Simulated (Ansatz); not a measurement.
Consider the ligand exchange at the Si–N bond: `N[SiH2]N[SiH](N)F` + `[NH2][GeH2][OH]` → `N[SiH2][O][GeH2][NH2]` + `N[SiH](N)F`.

Isolated molecules relaxed with PBE0-D4/def2-TZVP in Ansatz; ΔE leaves out vibrations. CCSD(T)/CBS adds triple-zeta CCSD(T) − MP2 to the extrapolated MP2 energy (def2 sets, frozen cores). Functionals use def2-TZVPP. B3LYP here is the variant with VWN-RPA as its local correlation; programs differ in this. For Ge outer-core shells are correlated without core-valence functions, which leaves a few kJ/mol of doubt a bond. Scalar relativity is left out up to krypton. One conformer a species, not always the lowest.

`N[SiH2]N[SiH](N)F`:

Z-matrix (Å, degrees):
```
Si
N 1 1.724
N 1 1.727 2 109.8
H 1 1.491 2 104.7 3 123.8
H 1 1.485 2 114.1 3 -116.5
Si 2 1.712 1 128.7 3 58.3
H 2 1.010 1 115.1 3 -123.7
H 3 1.009 1 117.8 2 -153.7
H 3 1.009 1 119.4 2 67.8
N 6 1.688 2 106.7 1 -22.6
F 6 1.602 2 113.6 1 96.1
H 6 1.481 2 108.7 1 -150.2
H 10 1.009 6 120.7 2 -17.6
H 10 1.004 6 124.4 2 157.1
```

`[NH2][GeH2][OH]`:

Cartesian coordinates in Å:
```
N 0.139 1.352 -0.333
Ge -0.249 -0.412 -0.128
O 0.110 -0.761 1.581
H 1.114 1.601 -0.410
H -0.402 1.843 -1.028
H 0.611 -1.390 -0.966
H -1.750 -0.577 -0.425
H 0.428 -1.657 1.708
```

`N[SiH2][O][GeH2][NH2]`:

```xyz
13

N    -0.771    0.698    1.545
Si   -0.430    1.539    0.080
O    -0.483    0.526   -1.194
Ge   -0.012   -1.201   -1.254
N     1.422   -1.599   -0.201
H    -0.253    0.938    2.374
H    -1.714    0.429    1.779
H     0.925    2.117    0.290
H    -1.401    2.621   -0.231
H    -1.217   -2.011   -0.760
H     0.363   -1.458   -2.717
H     1.271   -1.408    0.780
H     2.299   -1.192   -0.491
```

`N[SiH](N)F`:

Cartesian coordinates in Å:
```
N 1.281 -0.029 0.660
Si -0.062 -0.469 -0.284
N -1.215 0.764 -0.154
F 0.560 -0.709 -1.742
H 2.191 -0.417 0.480
H 1.173 0.265 1.615
H -0.772 -1.732 0.026
H -2.188 0.594 -0.348
H -0.968 1.734 -0.254
```

```csv
level,ΔE (kJ/mol),difference from CCSD(T)/CBS
PBE-D4,-53.6,6.7
B3LYP-D4,-60.6,-0.3
ωB97M-V,-60.7,-0.4
B2PLYP,-63.3,-3.0
PBE,-55.0,5.3
r2SCAN,-60.8,-0.5
PBE0,-57.2,3.1
MP2/def2-TZVPP,-61.5,-1.2
CCSD/def2-TZVPP,-63.2,-2.9
MP2/def2-QZVPP,-60.8,-0.5
CCSD(T)/CBS,-60.3,0
```

Largest T1 diagnostic among the species: 0.011.

In def2-TZVPP, CCSD(T) changes the Hartree–Fock value by +11.1 kJ/mol (the triples alone add +1.5 kJ/mol) and MP2 by +11.3 kJ/mol.
